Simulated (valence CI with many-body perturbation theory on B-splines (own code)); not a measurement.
# E1 line list for Hf XLI

Level of theory: configuration interaction combined with many-body perturbation theory (CI+MBPT): four valence electrons over a frozen Dirac-Fock core [Ar] 3d10, a basis of 11 s, 11 p, 10 d, 8 f, 5 g, 2 h functions for each j, with the one-electron correlation potential Σ1 (screened to all orders), the two-electron term Σ2, the three-electron term Σ3, Breit, model QED; selected single and double excitations, second order for the rest, scaled by the run's own slope (own B-spline code, finite nucleus).

No measured spectrum was set against this ion. As an estimate, large intervals hold to a few tenths of a per cent, small ones and those within an open d or f shell to about a per cent. Among the levels kept, up to 380 cm⁻¹ of a level comes from second order outside the variational space, and about a tenth of that is noise between levels of different J, which matters for small intervals.

Lines 201 to 250 of 557 in falling wavelength, among levels below 4887.2 × 10³ cm⁻¹, chosen from the strongest by gf and those to the six lowest levels. Wavelengths and rates use the calculated energies. Electric multipoles are in the length gauge with retardation, E1 and E2 with the static RPA response of the core. Weak lines are less certain than strong ones. Lines between different terms over intervals too small for the method are left out, as are lines whose strength nearly cancels. Where a level lies close to another of its J and parity, the split of strength between their lines is uncertain. The highest levels of a list are the least certain.

Levels are named by their leading jj configuration (3d3/2^4 stands for four electrons in 3d with j = 3/2), which in mixed levels can hold well under half, so a name can repeat and another be missing. Letters in brackets count levels of one name in rising energy.

```
λ vac (nm)                           Upper                           Lower   A (s⁻¹)  S (a.u.) with core polarisation  S without
     6.943       (4p1/2^2 4p3/2 4d5/2) J=2          (4s 4p1/2^2 4d5/2) J=2  2.60e+11                         2.14e-01   2.27e-01
     6.942  (4s 4p1/2 4p3/2 4f7/2) J=4 [d]          (4s^2 4p1/2 4f5/2) J=3  6.08e+10                         9.04e-02   9.57e-02
     6.941  (4s 4p1/2 4p3/2 4d5/2) J=2 [d]      (4s 4p1/2 4p3/2^2) J=1 [a]  1.95e+11                         1.61e-01   1.70e-01
     6.934          (4s 4p1/2 4d5/2^2) J=0  (4s 4p1/2 4p3/2 4d5/2) J=1 [a]  3.93e+11                         6.47e-02   6.86e-02
     6.934  (4s 4p1/2 4p3/2 4f7/2) J=5 [b]          (4s^2 4p1/2 4f7/2) J=4  1.55e+11                         2.81e-01   2.99e-01
     6.927  (4s 4p1/2 4p3/2 4f7/2) J=2 [c]          (4s^2 4p1/2 4f5/2) J=3  4.46e+10                         3.66e-02   3.89e-02
     6.926   (4p1/2 4p3/2^2 4d3/2) J=2 [a]  (4s 4p1/2 4p3/2 4d3/2) J=2 [b]  1.94e+11                         1.59e-01   1.69e-01
     6.925  (4s 4p1/2 4p3/2 4d3/2) J=2 [b]          (4s^2 4p1/2 4d3/2) J=2  1.89e+11                         1.55e-01   1.64e-01
     6.921       (4p1/2 4p3/2^2 4d5/2) J=3  (4s 4p1/2 4p3/2 4d5/2) J=3 [b]  3.36e+11                         3.85e-01   4.08e-01
     6.918  (4s 4p1/2 4p3/2 4f5/2) J=3 [b]  (4s 4p1/2 4p3/2 4d3/2) J=2 [c]  1.22e+11                         1.40e-01   1.48e-01
     6.916  (4s 4p1/2 4p3/2 4f7/2) J=4 [b]  (4s 4p1/2 4p3/2 4d3/2) J=3 [c]  3.58e+10                         5.26e-02   5.56e-02
     6.915              (4s^2 4d5/2^2) J=0          (4s^2 4p3/2 4d5/2) J=1  9.49e+11                         1.55e-01   1.64e-01
     6.915  (4s 4p1/2 4p3/2 4f5/2) J=4 [e]  (4s 4p1/2 4p3/2 4d5/2) J=3 [b]  1.87e+11                         2.75e-01   2.90e-01
     6.912  (4s 4p1/2 4d3/2 4d5/2) J=1 [b]  (4s 4p1/2 4p3/2 4d3/2) J=2 [a]  1.40e+11                         6.85e-02   7.27e-02
     6.912  (4s 4p1/2 4p3/2 4f5/2) J=2 [d]  (4s 4p1/2 4p3/2 4d3/2) J=1 [d]  1.24e+11                         1.01e-01   1.06e-01
     6.911          (4s 4p1/2 4d5/2^2) J=3          (4s^2 4p1/2 4f7/2) J=3  4.70e+10                         5.37e-02   5.68e-02
     6.906       (4p1/2^2 4p3/2 4d3/2) J=2          (4s 4p1/2^2 4d3/2) J=2  7.47e+10                         6.07e-02   6.44e-02
     6.906  (4s 4p1/2 4p3/2 4d5/2) J=3 [c]          (4s^2 4p1/2 4d5/2) J=2  7.46e+11                         8.49e-01   8.99e-01
     6.902  (4s 4p1/2 4p3/2 4f7/2) J=3 [b]  (4s 4p1/2 4p3/2 4d3/2) J=2 [c]  4.52e+10                         5.13e-02   5.43e-02
     6.902           (4p1/2^2 4p3/2^2) J=2          (4s 4p1/2^2 4p3/2) J=1  3.72e+11                         3.02e-01   3.20e-01
     6.900  (4s 4p1/2 4d3/2 4d5/2) J=2 [b]  (4s 4p1/2 4p3/2 4d3/2) J=2 [a]  1.03e+11                         8.35e-02   8.87e-02
     6.889      (4s 4p3/2^2 4d5/2) J=2 [c]                (4s 4p3/2^3) J=1  1.08e+12                         8.73e-01   9.25e-01
     6.884  (4s 4p1/2 4p3/2 4f5/2) J=4 [c]  (4s 4p1/2 4p3/2 4d3/2) J=3 [b]  3.35e+10                         4.86e-02   5.16e-02
     6.880  (4s 4p1/2 4p3/2 4f5/2) J=3 [c]          (4s^2 4p1/2 4f5/2) J=2  8.26e+10                         9.29e-02   9.87e-02
     6.877          (4s^2 4p3/2 4d5/2) J=3              (4s^2 4p3/2^2) J=2  6.94e+11                         7.80e-01   8.25e-01
     6.877   (4p1/2 4p3/2^2 4d3/2) J=1 [b]  (4s 4p1/2 4p3/2 4d3/2) J=1 [d]  2.74e+11                         1.32e-01   1.40e-01
     6.876  (4s 4p1/2 4p3/2 4f5/2) J=2 [d]          (4s^2 4p1/2 4f5/2) J=3  1.21e+11                         9.69e-02   1.03e-01
     6.875       (4p1/2 4p3/2^2 4d3/2) J=3  (4s 4p1/2 4p3/2 4d3/2) J=2 [b]  4.37e+10                         4.91e-02   5.23e-02
     6.874      (4s 4p3/2^2 4d5/2) J=2 [a]          (4s^2 4p3/2 4d5/2) J=1  5.09e+11                         4.08e-01   4.32e-01
     6.873  (4s 4p1/2 4p3/2 4d5/2) J=3 [b]          (4s^2 4p1/2 4d5/2) J=3  1.02e+11                         1.14e-01   1.21e-01
     6.865       (4p1/2^2 4p3/2 4d5/2) J=4          (4s 4p1/2^2 4d5/2) J=3  2.90e+11                         4.16e-01   4.41e-01
     6.863  (4s 4p1/2 4p3/2 4f5/2) J=2 [b]  (4s 4p1/2 4p3/2 4d3/2) J=1 [b]  7.18e+10                         5.73e-02   6.04e-02
     6.862      (4s 4p1/2 4p3/2 4f5/2) J=0  (4s 4p1/2 4p3/2 4d3/2) J=1 [b]  3.18e+11                         5.08e-02   5.36e-02
     6.861          (4s^2 4p3/2 4d5/2) J=1              (4s^2 4p3/2^2) J=2  2.53e+11                         1.21e-01   1.28e-01
     6.858      (4s 4p3/2^2 4d5/2) J=2 [a]          (4s^2 4p3/2 4d5/2) J=3  2.61e+11                         2.08e-01   2.21e-01
     6.851          (4s^2 4p3/2 4f7/2) J=5          (4s^2 4p3/2 4d5/2) J=4  4.90e+11                         8.56e-01   9.03e-01
     6.850          (4s 4p1/2 4d5/2^2) J=5  (4s 4p1/2 4p3/2 4d5/2) J=4 [a]  7.04e+10                         1.23e-01   1.29e-01
     6.850  (4s 4p1/2 4p3/2 4d5/2) J=2 [c]          (4s 4p1/2 4p3/2^2) J=3  1.93e+11                         1.53e-01   1.63e-01
     6.844          (4s^2 4p3/2 4f7/2) J=3          (4s^2 4p3/2 4d3/2) J=2  4.31e+10                         4.77e-02   5.04e-02
     6.843  (4s 4p1/2 4p3/2 4d5/2) J=4 [b]          (4s^2 4p1/2 4d5/2) J=3  1.47e+11                         2.09e-01   2.22e-01
     6.843          (4s 4p1/2 4p3/2^2) J=0          (4s^2 4p1/2 4p3/2) J=1  2.04e+11                         3.22e-02   3.42e-02
     6.840  (4s 4p1/2 4p3/2 4f5/2) J=2 [b]  (4s 4p1/2 4p3/2 4d3/2) J=2 [c]  1.31e+11                         1.03e-01   1.09e-01
     6.838  (4s 4p1/2 4p3/2 4f5/2) J=2 [c]  (4s 4p1/2 4p3/2 4d5/2) J=2 [a]  9.63e+10                         7.60e-02   8.05e-02
     6.837  (4s 4p1/2 4p3/2 4f5/2) J=1 [b]  (4s 4p1/2 4p3/2 4d3/2) J=1 [b]  2.04e+11                         9.66e-02   1.02e-01
     6.835  (4s 4p1/2 4p3/2 4f7/2) J=3 [c]          (4s^2 4p1/2 4f7/2) J=3  7.59e+10                         8.37e-02   8.88e-02
     6.828  (4s 4p1/2 4p3/2 4d3/2) J=1 [d]          (4s^2 4p1/2 4d3/2) J=1  1.90e+11                         8.96e-02   9.52e-02
     6.828       (4p1/2 4p3/2^2 4d3/2) J=0  (4s 4p1/2 4p3/2 4d3/2) J=1 [c]  5.75e+11                         9.04e-02   9.58e-02
     6.824       (4p1/2 4p3/2^2 4d5/2) J=2  (4s 4p1/2 4p3/2 4d5/2) J=2 [b]  4.50e+10                         3.53e-02   3.74e-02
     6.820  (4s 4p1/2 4p3/2 4f5/2) J=3 [d]          (4s^2 4p1/2 4f7/2) J=4  3.26e+10                         3.57e-02   3.79e-02
     6.819  (4s 4p1/2 4p3/2 4f7/2) J=3 [c]  (4s 4p1/2 4p3/2 4d5/2) J=2 [a]  1.10e+11                         1.21e-01   1.27e-01
```
